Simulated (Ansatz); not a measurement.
Reaction (cleavage of the B–Al bond): `F[B]([AlH2])[SiH3]` + H–F → `FB(F)[SiH3]` + `[AlH3]`

Program: Ansatz. Geometries: PBE0-D4/def2-TZVP. ΔE: electronic, gas phase. CCSD(T)/CBS is the MP2 limit (def2-TZVPP, def2-QZVPP) plus CCSD(T) − MP2 in def2-TZVPP, frozen cores. This one scheme is used for every species. Functionals use def2-TZVPP. HSE06 is defined as in plane-wave codes.

`F[B]([AlH2])[SiH3]`:

Z-matrix (Å, degrees):
```
Si
B 1 2.050
H 1 1.489 2 116.1
H 1 1.493 2 108.3 3 122.9
H 1 1.493 2 107.7 3 -122.3
Al 2 2.170 1 122.1 3 -174.7
F 2 1.332 1 118.1 3 5.5
H 6 1.592 2 120.6 1 89.7
H 6 1.592 2 120.9 1 -86.8
```

H–F:

Z-matrix (Å, degrees):
```
F
H 1 0.920
```

`FB(F)[SiH3]`:

Z-matrix (Å, degrees):
```
Si
B 1 2.035
H 1 1.484 2 111.0
H 1 1.488 2 108.5 3 -120.0
H 1 1.486 2 109.7 3 121.5
F 2 1.320 1 121.2 3 -168.2
F 2 1.319 1 122.6 3 12.6
```

`[AlH3]`:

```xyz
4

Al    0.000    0.000    0.000
H     0.730   -0.214    1.391
H     0.344   -0.941   -1.229
H    -1.074    1.155   -0.162
```

(1) Is it downhill or uphill in electronic energy at CCSD(T)/CBS, and by how much? (Best estimate.)

(2) What do these levels give: HSE06-D4, B2PLYP, r2SCAN, HSE06, HF/def2-TZVPP, MP2/CBS(def2)? (Estimate.)

Largest T1 diagnostic among the species: 0.015.

Answers

(1) Computed: Downhill: ΔE = -47.5 kcal/mol.

(2) Computed: HSE06-D4 -46.3, B2PLYP -50.7, r2SCAN -49.8, HSE06 -47.0, HF/def2-TZVPP -55.2, MP2/CBS(def2) -48.9 kcal/mol.

From BLYP to BHLYP (50 % exact exchange), in def2-TZVPP and without D4, ΔE moves by −3.2 kcal/mol. Leaving LDA and LC-ωPBE aside and taking each functional with its dispersion term where it has one, the values, not all of them listed here, spread over 8.8 kcal/mol, from B97M-V to revPBE-D4. LDA lies −1.8 kcal/mol from PBE without D4. In def2-TZVPP, CCSD(T) changes the Hartree–Fock value by +6.3 kcal/mol (the triples alone add +0.7 kcal/mol) and MP2 by +4.9 kcal/mol.
